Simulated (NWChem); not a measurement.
Everything below was run with NWChem. System: Au₂, charge 0, spin multiplicity 1, at a geometry optimised with PBE/def2-SVP with def2 effective core potentials on Au. The structure started from a generated list of species. Level: PBE/def2-TZVPP with def2 effective core potentials on Au.

Job file:

```
start mol
memory heap 200 mb stack 900 mb global 1100 mb
geometry units angstroms nocenter noautoz
  Au     0.000000     0.000000     1.273201
  Au     0.000000     0.000000    -1.273201
  symmetry group D2h
end
basis spherical
  * library def2-tzvpp
end
ecp
  Au library def2-ecp
end
dft
  xc xpbe96 cpbe96
  semidirect memsize 60000000 filesize 0
  iterations 100
end
task dft energy
```

Output (cleaned and shortened):

```
             Northwest Computational Chemistry Package (NWChem) 7.3.0
             --------------------------------------------------------

                                NWChem Input Module
                                -------------------

 Scaling coordinates for geometry "geometry" by  1.889725989
 (inverse scale =  0.529177249)

 Turning off AUTOSYM since
 SYMMETRY directive was detected!

                             Geometry "geometry" -> ""
                             -------------------------

 Output coordinates in angstroms (scale by  1.889725989 to convert to a.u.)

  No.       Tag          Charge          X              Y              Z
 ---- ---------------- ---------- -------------- -------------- --------------
    1 Au                  79.0000     0.00000000     0.00000000     1.27320100
    2 Au                  79.0000     0.00000000     0.00000000    -1.27320100

 Effective nuclear repulsion energy (a.u.)    1296.9653695713

            Nuclear Dipole moment (a.u.)
            ----------------------------
        X                 Y               Z
 ---------------- ---------------- ----------------
     0.0000000000     0.0000000000     0.0000000000

      Symmetry information
      --------------------

 Group name             D2h
 Group number             26
 Group order               8
 No. of unique centers     1

      Symmetry unique atoms

     1


 Summary of "ao basis" -> "" (spherical)
 ------------------------------------------------------------------------------
       Tag                 Description            Shells   Functions and Types
 ---------------- ------------------------------  ------  ---------------------
 *                         def2-tzvpp                 on all atoms

 Summary of "ao basis" -> "ao basis" (spherical)
 ------------------------------------------------------------------------------
       Tag                 Description            Shells   Functions and Types
 ---------------- ------------------------------  ------  ---------------------
 Au                        def2-tzvpp               16       56   6s4p3d2f1g
[...]
              MO Center= -2.5D-16, -1.0D-15,  2.9D-12, r^2= 2.7D+00
   Bfn.  Coefficient  Atom+Function         Bfn.  Coefficient  Atom+Function
  ----- ------------  ---------------      ----- ------------  ---------------
    21      0.475624  1 Au d  0              77     -0.475624  2 Au d  0
    26      0.236808  1 Au d  0              82     -0.236808  2 Au d  0
     5     -0.147865  1 Au s                 61      0.147865  2 Au s
     3      0.122669  1 Au s                 59     -0.122669  2 Au s
    31      0.110903  1 Au d  0              87     -0.110903  2 Au d  0

 Vector   20  Occ=0.000000D+00  E=-1.577250D-01  Symmetry=b1u
              MO Center= -1.4D-18, -1.4D-17,  1.3D-15, r^2= 6.4D+00
   Bfn.  Coefficient  Atom+Function         Bfn.  Coefficient  Atom+Function
  ----- ------------  ---------------      ----- ------------  ---------------
     5      0.544998  1 Au s                 61     -0.544998  2 Au s
     6      0.499377  1 Au s                 62     -0.499377  2 Au s
     3     -0.342039  1 Au s                 59      0.342039  2 Au s
     2      0.208856  1 Au s                 58     -0.208856  2 Au s
     4     -0.153641  1 Au s                 60      0.153641  2 Au s

 Vector   21  Occ=0.000000D+00  E=-3.791349D-02  Symmetry=b3u
              MO Center= -6.5D-16, -7.2D-18, -3.2D-17, r^2= 8.3D+00
   Bfn.  Coefficient  Atom+Function         Bfn.  Coefficient  Atom+Function
  ----- ------------  ---------------      ----- ------------  ---------------
    16      0.528450  1 Au px                72      0.528450  2 Au px
    13      0.156938  1 Au px                69      0.156938  2 Au px
    10     -0.155718  1 Au px                66     -0.155718  2 Au px
     7      0.063474  1 Au px                63      0.063474  2 Au px
    22     -0.045654  1 Au d  1              78      0.045654  2 Au d  1

 Vector   22  Occ=0.000000D+00  E=-3.791349D-02  Symmetry=b2u
              MO Center= -1.2D-17, -2.2D-17,  1.4D-16, r^2= 8.3D+00
   Bfn.  Coefficient  Atom+Function         Bfn.  Coefficient  Atom+Function
  ----- ------------  ---------------      ----- ------------  ---------------
    17      0.528450  1 Au py                73      0.528450  2 Au py
    14      0.156938  1 Au py                70      0.156938  2 Au py
    11     -0.155718  1 Au py                67     -0.155718  2 Au py
     8      0.063474  1 Au py                64      0.063474  2 Au py
    20      0.045654  1 Au d -1              76     -0.045654  2 Au d -1

 center of mass
 --------------
 x =   0.00000000 y =   0.00000000 z =   0.00000000

 moments of inertia (a.u.)
 ------------------
        2280.416620214876           0.000000000000           0.000000000000
           0.000000000000        2280.416620214876           0.000000000000
           0.000000000000           0.000000000000           0.000000000000

     Multipole analysis of the density
     ---------------------------------

     L   x y z        total         alpha         beta         nuclear
     -   - - -        -----         -----         ----         -------
     0   0 0 0     -0.000000    -19.000000    -19.000000     38.000000

     1   1 0 0     -0.000000     -0.000000     -0.000000      0.000000
     1   0 1 0     -0.000000     -0.000000     -0.000000      0.000000
     1   0 0 1     -0.000000     -0.000000     -0.000000      0.000000

     2   2 0 0    -34.891973    -17.445986    -17.445986      0.000000
     2   1 1 0     -0.000000     -0.000000     -0.000000      0.000000
     2   1 0 1      0.000000      0.000000      0.000000      0.000000
     2   0 2 0    -34.891973    -17.445986    -17.445986      0.000000
     2   0 1 1      0.000000      0.000000      0.000000      0.000000
     2   0 0 2    -28.972075   -124.474015   -124.474015    219.975954

 Task  times  cpu:        3.4s     wall:        3.4s

 Total times  cpu:        3.5s     wall:        3.5s
```
